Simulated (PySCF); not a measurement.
**Continuum solvent and chemical shifts**

Geometry:
```
atom   x (Å)   y (Å)   z (Å)
  C1  -2.680  -1.557  -0.970
  C2  -1.868  -1.012   0.182
  C3  -1.209   0.344   0.119
  C4  -1.402   1.726   0.108
  N5  -1.578   2.876   0.100
  C6  -0.414  -0.699   0.045
  C7   0.922  -1.235  -0.105
  C8   2.091  -0.463   0.479
  C9   1.912  -0.501  -0.992
 H10  -2.655  -2.658  -0.986
 H11  -3.735  -1.251  -0.886
 H12  -2.295  -1.189  -1.934
 H13  -2.219  -1.351   1.171
 H14   0.989  -2.326  -0.085
 H15   1.849   0.461   1.009
 H16   2.891  -1.055   0.929
 H17   2.585  -1.120  -1.590
 H18   1.543   0.397  -1.494
```

GIAO PBE0/pcSseg-1 in PySCF 2.14 on one PBE0-D3(BJ)/def2-SVP conformer, non-relativistic, equivalent nuclei averaged. Solvents enter as an IEF-PCM continuum (chloroform with ε = 4.7, dichloromethane with ε = 8.9) around the gas-phase geometry. Shifts are referred to TMS computed in the same medium.

Gas phase, δ in ppm: C6 159.7, C4 115.9, C3 91.1, C2 25.4, C1 22.9, C9 17.0, C8 16.4, C7 11.8, H13 2.06, H14 1.87, H17 1.29, H16 1.28, H10/H11/H12 1.18, H15 1.13. Dipole moment 5.12 D.

(1) How does each δ change in the continuum?

(2) Which nuclei move most (in ppm), and what does the model miss?

## Answers

(1) 
| atoms | environment | Δδ, chloroform | Δδ, dichloromethane |
| --- | --- | --- | --- |
| C6 | fully substituted alkene carbon | +8.9 | +10.6 |
| C4 | nitrile carbon | +4.8 | +5.8 |
| C3 | fully substituted alkene carbon | -3.3 | -3.9 |
| C2 | three-membered-ring carbon | +1.6 | +1.9 |
| C1 | methyl carbon | +0.3 | +0.3 |
| C9 | three-membered-ring carbon | +1.6 | +1.9 |
| C8 | three-membered-ring carbon | +1.6 | +1.9 |
| C7 | three-membered-ring carbon | +1.9 | +2.3 |
| H13 | hydrogen on a three-membered-ring carbon | +0.15 | +0.18 |
| H14 | hydrogen on a three-membered-ring carbon | +0.30 | +0.36 |
| H17 | hydrogen on a three-membered-ring carbon | +0.21 | +0.25 |
| H16 | hydrogen on a three-membered-ring carbon | +0.20 | +0.24 |
| H10/H11/H12 | hydrogen on a methyl carbon | +0.05 | +0.05 |
| H15 | hydrogen on a three-membered-ring carbon | +0.07 | +0.08 |

Changes are relative to the gas phase. The dipole moment becomes 6.37 D in chloroform, 6.62 D in dichloromethane.

(2) C6 (fully substituted alkene carbon, +10.6 ppm) in dichloromethane. A continuum only polarises the solute; specific hydrogen bonds, the anisotropy of aromatic solvents and changes of geometry or conformer are outside it.
